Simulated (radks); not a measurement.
Question: The mean radii <r> (bohr) of the occupied orbitals of an atom or ion are listed with their occupations. All-electron calculation, Dirac Kohn-Sham, PBEsol, spin-unpolarised, spherical densities, finite nucleus; Fermi nuclear charge, rms radius of each element as measured or else 0.836 A^(1/3) + 0.57 fm. Program: a radial shooting solver on a logarithmic mesh with Libxc functionals.

| orbital | occ. | <r> |
|---|---|---|
| 1s1/2 | 2 | 0.04552 |
| 2s1/2 | 2 | 0.2026 |
| 2p1/2 | 2 | 0.1747 |
| 2p3/2 | 4 | 0.1784 |
| 3s1/2 | 2 | 0.5981 |
| 3p1/2 | 2 | 0.6091 |
| 3p3/2 | 4 | 0.6196 |
| 3d3/2 | 4 | 0.6642 |
| 3d5/2 | 6 | 0.6685 |
| 4s1/2 | 1 | 1.673 |

Name the element and its charge. Open shells, if any, are shared by 2j + 1.

Answer: Z = 33, arsenic, charge +4: As4+ in [Ar] 3d10 4s1. The 1s radius gives Z: for a bare nucleus <r> = (2 gamma + 1)/(2Z) with gamma = sqrt(1 - (Z/c)^2), 0.04456 bohr for Z = 33, and screening makes it slightly larger (0.04552 here). The occupations add up to 29, and the charge is Z minus that.
